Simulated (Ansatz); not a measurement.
Ideal-gas functions of CH2ClNSe (`N=C(Cl)[SeH]`) at 298.15 K and 1 bar, from an Ansatz frequency run at PBE0-D4/def2-TZVP.

Molar mass 142.45 g/mol, point group Cs (symmetry number 1), electronic degeneracy 1, moments of inertia 71.686, 248.994, 320.681 u Å². Harmonic wavenumbers (cm⁻¹, unscaled): 140, 238, 344, 519, 531, 743, 822, 845, 1175, 1710, 2468, 3520.

Use S(trans) = R[1.5 ln M + 2.5 ln T − 1.1517]; rotational temperatures θ = 24.2544 K / I; S(rot) = R[ln(√π/σ · √(T³/θAθBθC)) + 1.5]; for each mode x = 1.438777 ν̃/T, S = R[x/(eˣ − 1) − ln(1 − e⁻ˣ)] and H = RT x/(eˣ − 1); 1 cm⁻¹ = 0.0119627 kJ/mol; R = 8.31446 J/(mol·K).

By hand: the entropy, in J/(mol·K).

Translation 170.7. Rotation: θ = 0.3383, 0.0974, 0.0756 K, giving 113.2. Vibration, mode by mode: 11.73, 7.61, 4.99, 2.56, 2.45, 1.08, 0.80, 0.73, 0.19, 0.02, 0.00, 0.00, in all 32.2. Electronic 0.0. Sum 316.1 J/(mol·K).

By hand: H − E and G − E in kJ/mol, counted from the electronic energy.

Zero-point energy ½ × 13055 × 0.0119627 = 78.1; thermal vibration 5.8; translation, rotation and pV give 4 RT = 9.9. H − E = 93.8 kJ/mol, and G − E = 93.8 − 298.15 × 316.1/1000 = -0.4 kJ/mol.

Vibration gives 10 % of the entropy, 11.7 J/(mol·K) of it from the mode under 150 cm⁻¹: soft modes count most, and the harmonic formula is weakest for them. The sum counts one conformer and one mirror image; others add a mixing term.
